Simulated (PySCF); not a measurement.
# What a mistake does to a calculation on AlGeH6N2

All numbers below are calculated, not measured. They come from PySCF 2.14.0, an open-source quantum chemistry program, on an isolated molecule that a program drew, which may never have been made. The molecule is AlGeH6N2 (charge 0, doublet), drawn as the SMILES string `[NH2][GeH2][NH][AlH]`.

Each row is a Hartree-Fock (HF) and frozen-core CCSD(T) single point in the cc-pV(D+d)Z basis, meant for a local HF minimum. Run 1 is clean. Each other run has one planted mistake out of seven kinds, and not every kind appears here: one electron removed, one electron added, multiplicity raised by two, geometry at a saddle point, minimal basis STO-3G, one bond length entered in bohr, all coordinates scaled. The reference is restricted for singlets and unrestricted otherwise, and also for a bond in bohr. Adding or removing an electron swaps singlet and doublet. Electrons count all cores. HOMO and LUMO are orbital energies over both spins, the gradient is its largest component, and the lowest frequency (negative if imaginary) is given only where the gradient is small. Bond lengths are over the 9 bonds as drawn. T1 is the CCSD diagnostic: over 0.02 (restricted) or 0.045 (unrestricted) a single reference is doubtful. Germanium has the cc-pVDZ-PP basis, with a core potential (ECP10MDF) in place of its 10 inner electrons, and its 3s, 3p and 3d shells are frozen in CCSD(T).

Geometry of the clean run:
```xyz
10
AlGeH6N2, angstrom
N    -1.6604    1.5622    0.9525
Ge   -0.3324    1.6780   -0.3141
N    -1.0352    1.1000   -1.9120
Al   -0.4618   -0.0979   -3.1003
H    -1.4538    2.0346    1.8164
H    -1.9515    0.6245    1.1711
H     0.9015    0.8078   -0.0392
H     0.0647    3.1589   -0.3538
H    -1.8989    1.5782   -2.1166
H     0.8972   -0.8590   -2.7676
```

| run | electrons | basis functions | <S^2> | HOMO (eV) | LUMO (eV) | gradient (hartree/bohr) | lowest frequency (cm^-1) | mean bond (Å) | longest bond (Å) | T1 | HF (hartree) | CCSD(T) (hartree) | mistake |
|---|---|---|---|---|---|---|---|---|---|---|---|---|---|
| 1 | 65 | 104 | 0.755 | -8.00 | 1.37 | 2.2e-05 | 50 | 1.4601 | 1.839 | 0.0150 | -647.71133 | -648.26034 | no fault |
| 2 | 64 | 104 | 0.000 | -14.17 | -6.63 | 6.0e-02 | - | 1.4601 | 1.839 | 0.0180 | -647.44191 | -647.99092 | one electron removed |
| 3 | 65 | 104 | 1.565 | -8.17 | 1.21 | 1.9e-02 | - | 1.5596 | 1.901 | 0.0579 | -647.58065 | -648.11947 | one bond length entered in bohr |
| 4 | 65 | 104 | 0.753 | -7.65 | 1.75 | 1.0e-01 | - | 1.3316 | 1.677 | 0.0123 | -647.61597 | -648.14752 | ? |
| 5 | 65 | 104 | 3.763 | -2.67 | 0.29 | 5.7e-02 | - | 1.4601 | 1.839 | 0.0390 | -647.49012 | -648.02231 | ? |

**Which mistake was planted in run 4, and what did it cost?**

The mean and the longest bond both change by the same factor, 0.912, and the gradient is no longer small. So the mistake is: all coordinates scaled. Subtracting run 1 and multiplying by 627.51 kcal/mol a hartree, the energy moved by 59.8 kcal/mol in HF and 70.8 kcal/mol in CCSD(T).

**Which mistake was planted in run 5, and what did it cost?**

Electrons, basis and geometry are unchanged, and <S^2> is 3.763, beside S(S+1) = 3.75 for a multiplicity of 4. So the mistake is: multiplicity raised by two. Subtracting run 1 and multiplying by 627.51 kcal/mol a hartree, the energy moved by 138.8 kcal/mol in HF and 149.4 kcal/mol in CCSD(T).

Cautions from the logs. Run 3: T1 is over the limit, so its CCSD(T) energy is less reliable.
